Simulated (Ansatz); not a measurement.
The cluster Nb2O2⁻, relaxed as a doublet with UKS r2SCAN-D4/def2-TZVPD in Ansatz, starting from the GFN1-xTB geometry. Force threshold 0.02 eV/Å.

In the def2 sets Nb takes a core potential; there is no spin–orbit coupling. The charge -1 doublet is spin-contaminated (final ⟨S²⟩ up to 1.36, 0.75 for a pure state). The highest occupied level of the charge -1 doublet lies above zero (up to 0.35 eV). Its loss leaves the charge 0 singlet, which lies 1.56 eV higher (vertical, at r2SCAN-D4/def2-TZVPD), but this difference is unsure: the singlet is doubtful (geometry relaxed on an unsound state). The relaxation made no stability test and no search for a lower SCF solution. At r2SCAN-D4/def2-TZVPD a quartet of charge -1 lies 0.08 eV below the doublet, each at its own geometry. The structure comes from a short search, and lower isomers may exist.

Start:

Cartesian coordinates in Å:
```
Nb -0.127 0.941 -1.061
Nb -0.498 -1.286 0.194
O -0.137 -2.029 1.688
O 0.762 2.375 -0.820
```

```tsv
step	energy (eV)	largest force component (eV/Å)	SCF passes
1	-7196.8611	1.065	141
2	-7197.0140	1.597	72
3	-7197.1492	0.996	54
4	-7197.2528	0.686	125
5	-7197.4674	1.231	104
6	-7197.5785	0.939	53
7	-7197.6146	0.307	57
8	-7197.6236	0.185	55
9	-7197.6255	0.118	51
10	-7197.6257	0.012	41
11	-7197.6258	0.001	28
```

Force components are those of the run's own axes.

End:

```
atom    x (Å)    y (Å)    z (Å)
 Nb1  -0.2504   0.8498  -1.2698
 Nb2  -0.6775  -1.3509  -0.0205
  O3   0.1906  -1.1402   1.4284
  O4   0.7373   1.6414  -0.1381
```

By distances, no bond broke or formed. The bond that changes most is Nb1–Nb2, from 2.58 to 2.57 Å (atoms count from 1).

The force fell under the threshold at step 10, but the optimiser went on. No frequencies were taken in this run, so the end may be a saddle point.

Hardware: 4 threads of Arm Neoverse V2 on a shared host. Wall time 78 s.
